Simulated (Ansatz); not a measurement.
Species: BH₂, charge -1, singlet. A triplet may lie lower; no result for it is given here. BH2- (SMILES [BH2-]).
B3LYP-D3(BJ)/def2-TZVP minimum from Ansatz (a quantum-chemistry and plane-wave program):
```xyz
3

B     -0.2176    -0.0297    -0.0544
H      0.4359    -0.5187     0.8912
H      0.6519     0.6671    -0.6190
```
Charge -1, spin multiplicity 1.

Total energies in aug-cc-pVQZ, 6 correlated electrons, 1 frozen orbitals. Radicals and triplets start from unrestricted determinants; spin-orbit coupling is neglected. Cores are frozen in correlated methods. No relativity. The restricted determinant of H2B- ([BH2-], singlet) is unstable towards broken spin symmetry in at least one set run.

```
method    program  energy (Eh)  minus CCSDT(Q) (mEh)
--------  -------  -----------  --------------------
HF         Ansatz    -25.72189                156.15
MP2        Ansatz    -25.85119                 26.85
CCSD       Ansatz    -25.87140                  6.64
CCSD(T)    Ansatz    -25.87697                  1.07
CCSDT(Q)   Ansatz    -25.87804                  0.00
```

Rough core times of Ansatz's runs on a shared machine: CCSD(T) under 20 s, CCSDT(Q) 3 min.
